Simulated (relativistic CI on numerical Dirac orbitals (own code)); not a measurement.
W⁴⁹⁺: q coefficients and field-shift factors

Computed by Dirac-Coulomb-Breit CI, KLI orbitals optimised for each configuration, derivatives by finite differences, unscaled Slater integrals, QED left out (own radial code, finite nucleus).

Configuration list (outside the closed core [Ne]): 3s2 3p6 3d7, 3s2 3p5 3d8, 3s2 3p4 3d9, 3s 3p6 3d8, 3p6 3d9, 3s 3p5 3d9, 3s2 3p6 3d6 4s, 3s2 3p6 3d6 4p. Levels of other configurations are missing.

With x = (α/α₀)² − 1 an excitation energy changes as ω = ω₀ + qx; K = 2q/ω₀ is the relative enhancement. Terms are leading LS components, so labels can repeat. The field-shift factor is F = δν/δ⟨r²⟩ for the transition from the lowest level.

Lowest level 3s2 3p6 3d7 4F_9/2.

```csv
Level,ω₀ (cm⁻¹),q (cm⁻¹),F (GHz/fm²)
3s2 3p6 3d7 2P_3/2,102180,8765,-0.361
3s2 3p6 3d7 2D_5/2,158936,25260,0.978
3s2 3p6 3d7 4F_7/2,526885,565600,14.2
3s2 3p6 3d7 4F_9/2,583859,550000,14.2
3s2 3p6 3d7 4P_3/2,607366,572800,14.5
3s2 3p6 3d7 4P_5/2,625837,576600,14.8
3s2 3p6 3d7 4P_1/2,635898,566500,13.7
3s2 3p6 3d7 2H_11/2,652586,547900,14.8
3s2 3p6 3d7 2F_7/2,707275,570900,14.9
3s2 3p6 3d7 2F_5/2,746341,553500,14.7
3s2 3p6 3d7 2D_3/2,891808,576600,16.1
3s2 3p6 3d7 4F_5/2,1113514,1.12e+06,28.1
3s2 3p6 3d7 4P_3/2,1146686,1.128e+06,28
3s2 3p6 3d7 2H_9/2,1186346,1.113e+06,28.8
3s2 3p6 3d7 2P_1/2,1191486,1.13e+06,27.7
3s2 3p6 3d7 2F_7/2,1211791,1.104e+06,28.1
3s2 3p6 3d7 2D_5/2,1412786,1.123e+06,29.5
3s2 3p6 3d7 2D_3/2,1748660,1.684e+06,42.1
3s2 3p5 3d8 4G°_11/2,3288887,699400,38.7
3s2 3p5 3d8 2D°_5/2,3387781,703600,36.2
3s2 3p5 3d8 2F°_7/2,3395990,706800,35.6
3s2 3p5 3d8 4F°_9/2,3454977,699000,38.7
3s2 3p5 3d8 2P°_1/2,3549212,719000,39.3
```

At this charge energies of transitions that change n are usually good to better than 1 %, and those within a shell (Δn = 0) to a few per cent.

Problem. Which transition from the lowest level has the largest |K|?

Solution. 3s2 3p6 3d7 4F_7/2 at 526885 cm⁻¹, K = 2.15.
